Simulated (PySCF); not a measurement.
Isomers of C6H9N, mass 95.073 u with the commonest isotopes. The calculation used PySCF 2.14.0, PBE0-D3(BJ)/def2-SVP geometry optimisation, gas phase. One conformer each, none proved a minimum here; rigid rotors.

Question: Order these by rotational constant A, smallest first.
A. 2,5-dimethylpyrrole (`Cc1ccc(C)[nH]1`)
B. `Cc1cccn1C`
C. `[H]/[N:7]=[CH:6]/[C:4](=[CH:3]/[CH:2]=[CH2:1])[CH3:5]` with C1–C2–C3–C4 180°, C3–C4–C6–N7 180°
D. `[CH2:1]=[C:2]1[CH2:3][C@@H:4]1/[CH:5]=[N:6]/[CH3:7]` with C3–C4–C5–N6 148°
E. `[CH3:1][CH2:2][n:3]1[cH:4][cH:5][cH:6][cH:7]1` with C1–C2–N3–C4 -87° (1-ethylpyrrole)

Answer: B (3925 MHz), A (6299 MHz), E (6536 MHz), D (6825 MHz), C (7367 MHz).

Question: Order these by radius of gyration √(Σ m r²/M), smallest first.
A. `[CH2:1]=[C:2]1[CH2:3][C@@H:4]1/[CH:5]=[N:6]/[CH3:7]` with C3–C4–C5–N6 148°
B. 2,5-dimethylpyrrole, `Cc1ccc(C)[nH]1`
C. `[H]/[N:7]=[CH:6]/[C:4](=[CH:3]/[CH:2]=[CH2:1])[CH3:5]` with C1–C2–C3–C4 180°, C3–C4–C6–N7 180°
D. `Cc1cccn1C`
E. `[CH3:1][CH2:2][n:3]1[cH:4][cH:5][cH:6][cH:7]1` with C1–C2–N3–C4 -87°

Answer: D (1.731 Å), E (1.823 Å), B (1.854 Å), A (2.157 Å), C (2.186 Å).

Question: Order these by rotational constant B, smallest first.
A. `[CH3:1][CH2:2][n:3]1[cH:4][cH:5][cH:6][cH:7]1` with C1–C2–N3–C4 -87°
B. `[CH2:1]=[C:2]1[CH2:3][C@@H:4]1/[CH:5]=[N:6]/[CH3:7]` with C3–C4–C5–N6 148°
C. 2,5-dimethylpyrrole (`CC1=CC=C(C)N1`)
D. `Cc1cccn1C`

Answer: B (1314 MHz), A (1958 MHz), C (2024 MHz), D (3172 MHz).

```
            SMILES  point group  Ia (u·Å²)  Ib (u·Å²)  Ic (u·Å²)      κ  μa (D)  μb (D)  μc (D)
C=C1C[C@@H]1/C=N/C           C1      74.05     384.60     425.77  -0.95    0.54    0.06    1.25
[H]/N=C/C(C)=C/C=C           Cs      68.60     387.10     452.61  -0.94    1.12    1.15    0.00
         Cc1cccn1C           Cs     128.77     159.33     281.71   0.29    1.99    1.20    0.00
    Cc1ccc(C)[nH]1          C2v      80.23     249.73     323.59  -0.81    0.00    2.13    0.00
         CCn1cccc1           Cs      77.32     258.05     296.44  -0.90    2.24    0.00    0.36
```
